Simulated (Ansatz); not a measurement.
`OB(O)O[SiH3]` + NH₃ → `NB(O)O[SiH3]` + H₂O  (ligand exchange at a B–O bond)

Isolated molecules relaxed with PBE0-D4/def2-TZVP in Ansatz; ΔE leaves out vibrations. CCSD(T)/CBS adds triple-zeta CCSD(T) − MP2 to the extrapolated MP2 energy (def2 sets, frozen cores). This one scheme is used for every species. Functionals use def2-TZVPP. One conformer a species, not always the lowest.

| level | ΔE (kJ/mol) |
| --- | --- |
| r2SCANh-D4 | 36.4 |
| B2PLYP | 37.1 |
| BLYP | 38.0 |
| HF/def2-TZVPP | 42.1 |

(1) What does CCSD(T)/CBS give? (Best estimate.)

Largest T1 diagnostic among the species: 0.012.

## Answers

(1) Ansatz gave: +32.9 kJ/mol. The listed levels differ from it by 3.5, 4.2, 5.1, 9.2 kJ/mol.

In def2-TZVPP, CCSD(T) changes the Hartree–Fock value by −5.4 kJ/mol (the triples alone add −0.3 kJ/mol) and MP2 by −7.4 kJ/mol. Leaving LDA and LC-ωPBE aside and taking each functional with its dispersion term where it has one, the values, not all of them listed here, spread over 8.5 kJ/mol, from revPBE-D4 to B97M-V.
